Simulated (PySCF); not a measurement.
W(NH)(S)(NH2)2 (H₅N₃SW), SMILES [NH2][W]([NH2])(=[NH])=[S], multiplicity 1. Geometry: PBE0-D3(BJ)/def2-SVP. The spin state was assumed, not searched. The structure was generated by enumeration; whether it is a known compound was not checked. The def2 effective core potentials stand for the cores of W; spin–orbit coupling is left out. Other conformers were not sampled.

All values below come from PBE0-D3(BJ)/def2-SVP (PySCF).

Harmonic wavenumbers (cm⁻¹): 169, 181, 206, 213, 236, 314, 385, 424, 451, 531, 569, 615, 655, 670, 712, 717, 1013, 1507, 1509, 3592, 3595, 3641, 3701, 3702. Rotational constants (GHz): 3.154, 2.128, 1.957; symmetry number 1.

Task: Work out the zero-point energy and the ideal-gas rigid-rotor harmonic-oscillator thermochemistry at 298.15 K and 1 atm.

Result: ZPE = ½ Σ hcν = ½ × 29309 cm⁻¹ = 175.31 kJ/mol. H − E(el) = 198.68 kJ/mol. Entropy in J/(mol K): translation 178.24, rotation 115.46, vibration 73.76, total 367.45. G − E(el) = 89.12 kJ/mol. Cp = 126.59 J/(mol K).
